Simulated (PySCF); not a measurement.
A survey of 33S NMR shifts

[PySCF 2.14.0 with density-fitted response routines: GFN2-xTB geometry; shieldings: GIAO PBE0/pcSseg-1; no relativistic terms; one averaged value for each set of equivalent atoms; one computed conformer; isolated molecule]

Shieldings were converted by a linear fit to measured shifts: 33S (scatter 33.3 ppm rms vs sulfate, solution or neat liquid). Occasional misses reach two or three times the rms, and more in compound classes unlike the fitted ones.

(1) Give the 33S shifts of `C#Cc1pcc(C)s1`, `C/C(Cl)=C\c1cccs1`.

(2) Match the shifts 34, -11, -82 ppm to `C[S@@](=O)C[C@H]1C[C@H]1F`, `C#Cc1cpc(C)s1`, `C#CPc1cccs1`.

Results:

(1) 
```
         compound           environment  δ (ppm)
    C#Cc1pcc(C)s1  aromatic ring sulfur       38
C/C(Cl)=C\c1cccs1  aromatic ring sulfur      -85
```

(2) 34: C#Cc1cpc(C)s1 (aromatic ring sulfur); -11: C[S@@](=O)C[C@H]1C[C@H]1F (sulfoxide sulfur); -82: C#CPc1cccs1 (aromatic ring sulfur).
